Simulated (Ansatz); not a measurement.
Calculated with Ansatz (gas phase, PBE0-D4/def2-TZVP geometries, no zero-point term in ΔE). CBS: MP2 limit from def2 TZ/QZ plus the TZ coupled-cluster correction, frozen cores. This one scheme is used for every species. Functionals use def2-TZVPP. B3LYP here is the variant with VWN-RPA as its local correlation; programs differ in this. For Br outer-core shells are correlated without core-valence functions, which leaves a few kJ/mol of doubt a bond. Scalar relativity is left out up to krypton. One conformer a species, not always the lowest.

Reaction (ligand exchange at the Si–N bond): `O=CN[SiH3]` + `N[SiH](F)Br` → `F[SiH](Br)N[SiH3]` + `NC=O`

```
             level  ΔE (kJ/mol)  difference from CCSD(T)/CBS
            PBE-D4         -4.5                         -2.5
         r2SCAN-D4         -3.6                         -1.6
           PBE0-D4         -5.3                         -3.3
          B3LYP-D4         -4.6                         -2.6
           ωB97X-V         -3.1                         -1.1
           ωB97M-V         -2.8                         -0.8
            B2PLYP         -3.0                         -1.0
            r2SCAN         -3.2                         -1.2
              PBE0         -4.4                         -2.4
     HF/def2-TZVPP         -4.1                         -2.1
    MP2/def2-TZVPP         -2.6                         -0.6
CCSD(T)/def2-TZVPP         -2.2                         -0.2
     HF/def2-QZVPP         -4.1                         -2.1
SCS-MP2/def2-QZVPP         -2.5                         -0.5
     MP2/CBS(def2)         -2.4                         -0.4
    CCSD/CBS(def2)         -2.3                         -0.3
       CCSD(T)/CBS         -2.0                            0
```

Largest T1 diagnostic among the species: 0.016.
